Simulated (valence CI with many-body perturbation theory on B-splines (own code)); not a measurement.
Lu55+ in brief

Computed by relativistic CI+MBPT: six valence electrons over a frozen Dirac-Fock core [Ne], radial functions for each j: 9 s, 9 p, 8 d, 6 f, 3 g, 1 h, with the one-electron correlation potential Σ1, the two-electron term Σ2, the three-electron term Σ3, Breit, model QED; selected CI, second order for the rest, scaled by the run's own slope (own B-spline code, finite nucleus).

No measured spectrum was set against this ion. As an estimate, large intervals hold to a few tenths of a per cent, small ones and those within an open d or f shell to about a per cent. Among the levels kept, up to 970 cm⁻¹ of a level comes from second order outside the variational space, and about a tenth of that is noise between levels of different J, which matters for small intervals.

Levels are named by their leading jj configuration (3d3/2^4 stands for four electrons in 3d with j = 3/2), which in mixed levels can hold well under half, so a name can repeat and another be missing.

Rates and lifetimes use the calculated energies. Strong lines usually hold to 10 to 20 %, long lifetimes can be off by a factor of two.

Task: What is the ground level?

Result: (3s^2 3p1/2^2 3p3/2^2) J=2, composition 68 % 3s2 3p4 3P + 31 % 3s2 3p4 1D, g = 1.333.

Task: What are the static dipole polarisabilities of the lowest levels?

Result: (3s^2 3p1/2^2 3p3/2^2) J=2 0.00386 (tensor 1.8e-05); (3s^2 3p1/2^2 3p3/2^2) J=0 0.00385 bohr³, of which the core gives 5.39e-05.

Task: Where does the other parity begin?

Result: At (3s^2 3p1/2^2 3p3/2 3d3/2) J=2, 16.348 Ry.

Task: What is the ionisation energy?

Result: 5410.6 eV; NIST lists 5408 ± 5 eV (theoretical).

Task: How well does LS coupling describe the low levels?

Result: Among the lowest 20 levels the leading LS term, summed over configurations, holds 52 % on average. For single configurations the figures are 50 % in LS and 95 % in jj coupling. Terms mix most in the J = 3 level at 16.972 Ry, where the leading one holds 28 %.

Task: Name the longest-lived excited levels whose lifetime is computed, and their main decay.

Result: (3s^2 3p1/2^2 3p3/2 3d3/2) J=0 at 16.952 Ry lives 133 ms, mostly by M2 to (3s^2 3p1/2^2 3p3/2^2) J=2; (3s^2 3p1/2^2 3p3/2^2) J=0 at 1.374 Ry lives 77.1 ms, mostly by E2 to (3s^2 3p1/2^2 3p3/2^2) J=2; (3s^2 3p1/2^2 3p3/2 3d5/2) J=4 at 21.502 Ry lives 683 ns, mostly by M1 to (3s^2 3p1/2^2 3p3/2 3d3/2) J=3.

Task: Among levels below 44.361 Ry, which E1 lines absorb most strongly from the ground level?

Result: to (3s^2 3p1/2 3p3/2^2 3d3/2) J=3 at 2.301 nm, f = 0.245; to (3s^2 3p1/2 3p3/2^2 3d3/2) J=2 at 2.274 nm, f = 0.238; to (3s^2 3p1/2 3p3/2^2 3d3/2) J=1 at 2.254 nm, f = 0.162.
